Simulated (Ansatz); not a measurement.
**Cost against result**

Saddle point of GeH5ClO, closed shell (GeH₃Cl ([Cl][GeH3]) + H₂O → GeH₄O ([OH][GeH3]) + HCl; bonds formed: Ge1–O7, Cl2–H6; bonds broken: Ge1–Cl2, H6–O7), PBE0-D4/def2-TZVP structure:

```xyz
8
angstrom
Ge -0.6967 -0.4616 -0.0766
Cl 1.7552 -1.2004 -0.3868
H -0.8094 -0.7834 -1.5666
H -0.8057 -1.5587 0.9747
H -1.8317 0.5690 0.2125
H 1.4030 0.5487 0.2339
O 0.5511 1.0175 0.5240
H 0.4339 1.8687 0.0850
```

Barriers are electronic and count from the start structure reached by relaxing down the imaginary mode.

Ansatz 0.2.0; basis: as named in each row; cores frozen in the correlated methods. Filled d shells of the heavier atoms are correlated. The def2 sets are not built for correlating such inner shells, so the correlated values are less sure here. B3LYP uses VWN-RPA correlation. Extrapolation: Hartree–Fock as exp(−7.88 √X), correlation as X^−2.97.

Times are rough, for one single point on 4 threads of a shared host (Intel Xeon).

The estimate by CCSD(T) at an estimated basis limit (MP2 extrapolated from triple and quadruple zeta, plus CCSD(T) − MP2 in triple zeta) is 1.150 eV.

| method | basis | time (s) | barrier (eV) | method less estimate |
| --- | --- | --- | --- | --- |
| HF | STO-3G | under 1 | 1.017 | -0.132 |
| PBE-D4 | STO-3G | under 1 | -0.144 | -1.294 |
| SPW92 | def2-SVP | under 1 | 0.549 | -0.601 |
| PBE-D4 | def2-SVP | 1 | 0.806 | -0.344 |
| B3LYP-D4 | 6-31G | 2 | 0.503 | -0.647 |
| SPW92 | def2-TZVPP | 2 | 0.670 | -0.479 |
| PBE0-D4 | def2-SVP | 2 | 0.937 | -0.212 |
| PBE-D4 | def2-TZVPP | 2 | 0.922 | -0.228 |
| BLYP-D4 | def2-TZVPP | 2 | 0.993 | -0.157 |
| B3LYP-D4 | def2-TZVPP | 3 | 1.065 | -0.085 |
| BHLYP-D4 | def2-TZVPP | 3 | 1.160 | 0.010 |
| PBE0-D4 | def2-TZVPP | 4 | 1.021 | -0.129 |
| CAM-B3LYP-D4 | def2-TZVPP | 4 | 1.079 | -0.071 |
| r2SCAN-D4 | def2-TZVPP | 4 | 0.983 | -0.167 |
| CCSD(T) | def2-SVP | 4 | 1.233 | 0.083 |
| r2SCAN0-D4 | def2-TZVPP | 4 | 1.052 | -0.098 |
| RPA on PBE | def2-TZVPP | 5 | 1.175 | 0.025 |
| wB97M-V | def2-SVP | 5 | 0.978 | -0.172 |
| B2PLYP | def2-TZVPP | 6 | 1.110 | -0.039 |
| PBE-QIDH | def2-TZVPP | 6 | 1.092 | -0.058 |
| B97M-V | def2-TZVPP | 7 | 1.071 | -0.079 |
| wB97X-V | def2-TZVPP | 7 | 1.106 | -0.044 |
| wB97M-V | def2-TZVPP | 8 | 1.064 | -0.085 |
| MP2 | def2-QZVPP | 23 | 1.124 | -0.025 |
| CCSD(T) | def2-TZVPP | 59 | 1.157 | 0.007 |

All methods are single points on the PBE0-D4 structures; a negative value means that the method puts the saddle structure below the start.

No T1 diagnostic of these runs exceeds 0.012.

The step is the kind of ligand exchange by which a precursor binds to a hydroxyl group, or is hydrolysed, in atomic layer deposition of oxides.

Labels in which every atom is bracketed show which atoms are joined, not bond orders.
